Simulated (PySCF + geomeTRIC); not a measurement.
All values below come from BP86-D3(BJ)/def2-SVP run with PySCF + geomeTRIC. fastk is a local helper that only speeds up exchange builds. No frequencies were computed at this level.

```python
import json, numpy as np
from pyscf import gto, dft
from fastk import lowrank_exchange
atoms = """
Hf     0.019170    -0.138091     0.145207
O     -1.095784    -0.103639    -1.359086
H     -1.758461    -0.802674    -1.306761
O     -0.760103    -1.455610     1.224175
H     -0.086329    -2.046033     1.581833
O      1.818218    -0.653581     0.074346
H      2.397184     0.104155     0.219360
O      0.110079     1.662832     0.650347
H     -0.484876     2.197879     0.111501
"""
def scf(charge, spin, dm0=None):
    mol = gto.M(atom=atoms, basis='def2-svp', ecp={'Hf': 'def2-svp'}, charge=charge, spin=spin, verbose=3, max_memory=15120)
    mf = dft.KS(mol, xc='bp86').density_fit(auxbasis="def2-universal-jkfit")
    mf.disp = 'd3bj'
    mf.grids.level = 3
    mf.conv_tol = 1e-8
    mf.max_cycle = 120
    mf.level_shift = 0.25
    mf.kernel(dm0)
    if not mf.converged:
        mf = mf.newton().run(mf.mo_coeff, mf.mo_occ).undo_soscf()
    return mf
mf = scf(0, 0)
from pyscf.geomopt.geometric_solver import kernel as optimize
path = []
done, mol = optimize(mf, maxsteps=120, assert_convergence=False, callback=lambda env: path.append((env["energy"], bool(env["g_scanner"].converged))))
res = dict(converged=bool(done and path[-1][1]), energy=path[-1][0], path=[e for e, c in path], xyz=mol.atom_coords(unit="Angstrom").tolist(), nao=mol.nao)
json.dump(res, open("result.json", "w"))
```

Output:

```
converged SCF energy = -351.394418559408
Geometry optimization cycle 1
converged SCF energy = -351.394418554684
cycle 1: E = -351.394418555  dE = -351.394  norm(grad) = 0.13174
Geometry optimization cycle 2
converged SCF energy = -351.425564304412
cycle 2: E = -351.425564304  dE = -0.0311457  norm(grad) = 0.0325251
Geometry optimization cycle 3
converged SCF energy = -351.428484100423
cycle 3: E = -351.4284841  dE = -0.0029198  norm(grad) = 0.0191014
Geometry optimization cycle 4
converged SCF energy = -351.435595805404
cycle 4: E = -351.435595805  dE = -0.0071117  norm(grad) = 0.0434839
Geometry optimization cycle 5
converged SCF energy = -351.439283052125
cycle 5: E = -351.439283052  dE = -0.00368725  norm(grad) = 0.0452592
Geometry optimization cycle 6
converged SCF energy = -351.442179129195
cycle 6: E = -351.442179129  dE = -0.00289608  norm(grad) = 0.0269149
Geometry optimization cycle 7
converged SCF energy = -351.443436550572
cycle 7: E = -351.443436551  dE = -0.00125742  norm(grad) = 0.00760043
Geometry optimization cycle 8
converged SCF energy = -351.4438514809
cycle 8: E = -351.443851481  dE = -0.00041493  norm(grad) = 0.00441241
Geometry optimization cycle 9
converged SCF energy = -351.444313633671
cycle 9: E = -351.444313634  dE = -0.000462153  norm(grad) = 0.0036257
Geometry optimization cycle 10
converged SCF energy = -351.444629765842
cycle 10: E = -351.444629766  dE = -0.000316132  norm(grad) = 0.00510937
Geometry optimization cycle 11
converged SCF energy = -351.444770768978
cycle 11: E = -351.444770769  dE = -0.000141003  norm(grad) = 0.00413363
Geometry optimization cycle 12
converged SCF energy = -351.444846745585
cycle 12: E = -351.444846746  dE = -7.59766e-05  norm(grad) = 0.00320003
Geometry optimization cycle 13
converged SCF energy = -351.444920178657
cycle 13: E = -351.444920179  dE = -7.34331e-05  norm(grad) = 0.00126113
Geometry optimization cycle 14
converged SCF energy = -351.444945731672
cycle 14: E = -351.444945732  dE = -2.5553e-05  norm(grad) = 0.00378231
Geometry optimization cycle 15
converged SCF energy = -351.444962988889
cycle 15: E = -351.444962989  dE = -1.72572e-05  norm(grad) = 0.00264327
Geometry optimization cycle 16
converged SCF energy = -351.444981871625
cycle 16: E = -351.444981872  dE = -1.88827e-05  norm(grad) = 0.00108253
Geometry optimization cycle 17
converged SCF energy = -351.444996410223
cycle 17: E = -351.44499641  dE = -1.45386e-05  norm(grad) = 0.00164607
Geometry optimization cycle 18
converged SCF energy = -351.445004566419
cycle 18: E = -351.445004566  dE = -8.1562e-06  norm(grad) = 0.00238642
Geometry optimization cycle 19
converged SCF energy = -351.445010247538
cycle 19: E = -351.445010248  dE = -5.68112e-06  norm(grad) = 0.00134622
Geometry optimization cycle 20
converged SCF energy = -351.445017763481
cycle 20: E = -351.445017763  dE = -7.51594e-06  norm(grad) = 0.0019237
Geometry optimization cycle 21
converged SCF energy = -351.445021312657
cycle 21: E = -351.445021313  dE = -3.54918e-06  norm(grad) = 0.00341964
Geometry optimization cycle 22
converged SCF energy = -351.445031738016
cycle 22: E = -351.445031738  dE = -1.04254e-05  norm(grad) = 0.00212175
Geometry optimization cycle 23
converged SCF energy = -351.445039801004
cycle 23: E = -351.445039801  dE = -8.06299e-06  norm(grad) = 0.000544963
Geometry optimization cycle 24
converged SCF energy = -351.445042854356
cycle 24: E = -351.445042854  dE = -3.05335e-06  norm(grad) = 0.000258886
Geometry optimization cycle 25
converged SCF energy = -351.445045063219
cycle 25: E = -351.445045063  dE = -2.20886e-06  norm(grad) = 0.000275203
Geometry optimization cycle 26
converged SCF energy = -351.445045371909
cycle 26: E = -351.445045372  dE = -3.0869e-07  norm(grad) = 0.000241607
Geometry optimization cycle 27
converged SCF energy = -351.445045434153
cycle 27: E = -351.445045434  dE = -6.22446e-08  norm(grad) = 0.000191013
Geometry optimization cycle 28
converged SCF energy = -351.445045421831
cycle 28: E = -351.445045422  dE = 1.23226e-08  norm(grad) = 0.000186724
<class 'geometric.internal.Distance'> : 12
<class 'geometric.internal.Angle'> : 31
<class 'geometric.internal.OutOfPlane'> : 8
<class 'geometric.internal.Dihedral'> : 48
<class 'geometric.internal.TranslationX'> : 1
<class 'geometric.internal.TranslationY'> : 1
<class 'geometric.internal.TranslationZ'> : 1
<class 'geometric.internal.RotationA'> : 1
<class 'geometric.internal.RotationB'> : 1
<class 'geometric.internal.RotationC'> : 1
Step    0 : Gradient = 4.391e-02/6.395e-02 (rms/max) Energy = -351.3944185547
Step    1 : Displace = 9.921e-02/1.134e-01 (rms/max) Trust = 1.000e-01 (=) Grad = 1.084e-02/1.291e-02 (rms/max) E (change) = -351.4255643044 (-3.115e-02) Quality = 0.719
Step    2 : Displace = 3.275e-02/4.459e-02 (rms/max) Trust = 1.000e-01 (=) Grad = 6.367e-03/7.279e-03 (rms/max) E (change) = -351.4284841004 (-2.920e-03) Quality = 1.699
Step    3 : Displace = 1.410e-01/1.895e-01 (rms/max) Trust = 1.414e-01 (+) Grad = 1.449e-02/1.630e-02 (rms/max) E (change) = -351.4355958054 (-7.112e-03) Quality = 1.341
Step    4 : Displace = 1.185e-01/1.581e-01 (rms/max) Trust = 2.000e-01 (+) Grad = 1.509e-02/1.713e-02 (rms/max) E (change) = -351.4392830521 (-3.687e-03) Quality = 1.442
Step    5 : Displace = 1.086e-01/1.440e-01 (rms/max) Trust = 2.828e-01 (+) Grad = 8.972e-03/1.033e-02 (rms/max) E (change) = -351.4421791292 (-2.896e-03) Quality = 1.389
Step    6 : Displace = 5.690e-02/7.630e-02 (rms/max) Trust = 3.000e-01 (+) Grad = 2.533e-03/3.815e-03 (rms/max) E (change) = -351.4434365506 (-1.257e-03) Quality = 1.289
Step    7 : Displace = 3.467e-02/4.658e-02 (rms/max) Trust = 3.000e-01 (=) Grad = 1.471e-03/2.163e-03 (rms/max) E (change) = -351.4438514809 (-4.149e-04) Quality = 1.506
Step    8 : Displace = 5.243e-02/6.849e-02 (rms/max) Trust = 3.000e-01 (=) Grad = 1.209e-03/1.850e-03 (rms/max) E (change) = -351.4443136337 (-4.622e-04) Quality = 1.472
Step    9 : Displace = 4.999e-02/5.975e-02 (rms/max) Trust = 3.000e-01 (=) Grad = 1.703e-03/1.918e-03 (rms/max) E (change) = -351.4446297658 (-3.161e-04) Quality = 1.404
Step   10 : Displace = 2.973e-02/3.619e-02 (rms/max) Trust = 3.000e-01 (=) Grad = 1.378e-03/1.691e-03 (rms/max) E (change) = -351.4447707690 (-1.410e-04) Quality = 1.406
Step   11 : Displace = 2.415e-02/2.939e-02 (rms/max) Trust = 3.000e-01 (=) Grad = 1.067e-03/1.537e-03 (rms/max) E (change) = -351.4448467456 (-7.598e-05) Quality = 1.566
Step   12 : Displace = 2.737e-02/3.853e-02 (rms/max) Trust = 3.000e-01 (=) Grad = 4.204e-04/6.745e-04 (rms/max) E (change) = -351.4449201787 (-7.343e-05) Quality = 1.391
Step   13 : Displace = 3.297e-02/4.723e-02 (rms/max) Trust = 3.000e-01 (=) Grad = 1.261e-03/1.973e-03 (rms/max) E (change) = -351.4449457317 (-2.555e-05) Quality = 0.888
Step   14 : Displace = 1.124e-02/1.652e-02 (rms/max) Trust = 3.000e-01 (=) Grad = 8.811e-04/1.255e-03 (rms/max) E (change) = -351.4449629889 (-1.726e-05) Quality = 0.476
Step   15 : Displace = 5.119e-03/6.993e-03 (rms/max) Trust = 3.000e-01 (=) Grad = 3.608e-04/6.700e-04 (rms/max) E (change) = -351.4449818716 (-1.888e-05) Quality = 1.421
Step   16 : Displace = 1.070e-02/1.494e-02 (rms/max) Trust = 3.000e-01 (=) Grad = 5.487e-04/8.979e-04 (rms/max) E (change) = -351.4449964102 (-1.454e-05) Quality = 1.279
Step   17 : Displace = 1.350e-02/1.850e-02 (rms/max) Trust = 3.000e-01 (=) Grad = 7.955e-04/1.086e-03 (rms/max) E (change) = -351.4450045664 (-8.156e-06) Quality = -0.000
Step   18 : Displace = 6.731e-03/9.141e-03 (rms/max) Trust = 6.750e-03 (-) Grad = 4.487e-04/6.749e-04 (rms/max) E (change) = -351.4450102475 (-5.681e-06) Quality = 0.679
Step   19 : Displace = 6.309e-03/8.619e-03 (rms/max) Trust = 6.750e-03 (=) Grad = 6.412e-04/9.601e-04 (rms/max) E (change) = -351.4450177635 (-7.516e-06) Quality = 0.329
Step   20 : Displace = 4.458e-03/7.828e-03 (rms/max) Trust = 6.750e-03 (=) Grad = 1.140e-03/1.610e-03 (rms/max) E (change) = -351.4450213127 (-3.549e-06) Quality = 0.186
Step   21 : Displace = 2.228e-03/2.977e-03 (rms/max) Trust = 2.229e-03 (-) Grad = 7.057e-04/9.319e-04 (rms/max) E (change) = -351.4450317380 (-1.043e-05) Quality = 1.225
Step   22 : Displace = 3.052e-03/4.164e-03 (rms/max) Trust = 3.152e-03 (+) Grad = 1.763e-04/3.250e-04 (rms/max) E (change) = -351.4450398010 (-8.063e-06) Quality = 0.866
Step   23 : Displace = 4.416e-03/6.738e-03 (rms/max) Trust = 4.458e-03 (+) Grad = 7.370e-05/1.219e-04 (rms/max) E (change) = -351.4450428544 (-3.053e-06) Quality = 0.756
Step   24 : Displace = 6.587e-03/8.619e-03 (rms/max) Trust = 6.304e-03 (+) Grad = 7.944e-05/1.291e-04 (rms/max) E (change) = -351.4450450632 (-2.209e-06) Quality = 0.676
Step   25 : Displace = 6.336e-03/8.331e-03 (rms/max) Trust = 6.304e-03 (=) Grad = 6.481e-05/9.350e-05 (rms/max) E (change) = -351.4450453719 (-3.087e-07) Quality = 0.235
Step   26 : Displace = 1.425e-03/2.071e-03 (rms/max) Trust = 3.152e-03 (-) Grad = 4.146e-05/5.696e-05 (rms/max) E (change) = -351.4450454342 (-6.224e-08) Quality = 0.480
Step   27 : Displace = 7.111e-04/1.440e-03 (rms/max) Trust = 3.152e-03 (=) Grad = 3.906e-05/6.009e-05 (rms/max) E (change) = -351.4450454218 (+1.232e-08) Quality = -0.128
Converged! =D
```

Cost: around 9 core-minutes (rough).
